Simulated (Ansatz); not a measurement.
The pair A = CH4 (SMILES C) (first 5 atoms), B = C3H8 (SMILES CCC); geometry from B3LYP-D3(BJ)/def2-TZVP.
(charge 0, multiplicity 1):
```
atom    x (Å)    y (Å)    z (Å)
----  -------  -------  -------
C      0.0176   0.1592   0.1747
H      0.1125   0.2671  -0.9049
H     -0.8960  -0.3864   0.4061
H      0.8746  -0.3891   0.5626
H     -0.0223   1.1443   0.6370
C      0.4182  -1.2951   3.8285
C      0.4876   0.2238   3.9603
C     -0.8904   0.8801   3.9489
H      1.4130  -1.7449   3.8352
H     -0.1518  -1.7342   4.6511
H     -0.0726  -1.5847   2.8964
H      1.0915   0.6323   3.1452
H      1.0084   0.4859   4.8861
H     -0.8192   1.9656   4.0417
H     -1.4211   0.6587   3.0201
H     -1.5054   0.5145   4.7751
```

Frozen-core correlation. MP2 and its Hartree–Fock in aug-cc-pVTZ are density fitted.

The values were computed with Ansatz (a program for electronic structure). Each number belongs to the level named beside it.

Total energies (hartree), monomers frozen at their geometry in the pair:

| structure | PBE/def2-TZVPPD | MP2/aug-cc-pVDZ | MP2/aug-cc-pVTZ |
|---|---|---|---|
| AB | -159.4682146 | -159.1084255 | -159.2764490 |
| A in the pair's basis | -40.4643430 | -40.3683545 | -40.4146349 |
| B in the pair's basis | -119.0037170 | -118.7387088 | -118.8602220 |
| A | -40.4643026 | -40.3675056 | -40.4143932 |
| B | -119.0036898 | -118.7380507 | -118.8599728 |

Task: Work out the interaction energy without and with the counterpoise correction, and the superposition error, for each level.

Result: 
E(AB) − E(A) − E(B), times 627.509 kcal/mol, with the monomers in their own basis and then in the pair's basis:
- PBE/def2-TZVPPD: -0.14 uncorrected, -0.10 corrected; the monomers gain 0.04 kcal/mol from borrowed functions
- MP2/aug-cc-pVDZ: -1.80 uncorrected, -0.85 corrected; the monomers gain 0.95 kcal/mol from borrowed functions
- MP2/aug-cc-pVTZ: -1.31 uncorrected, -1.00 corrected; the monomers gain 0.31 kcal/mol from borrowed functions
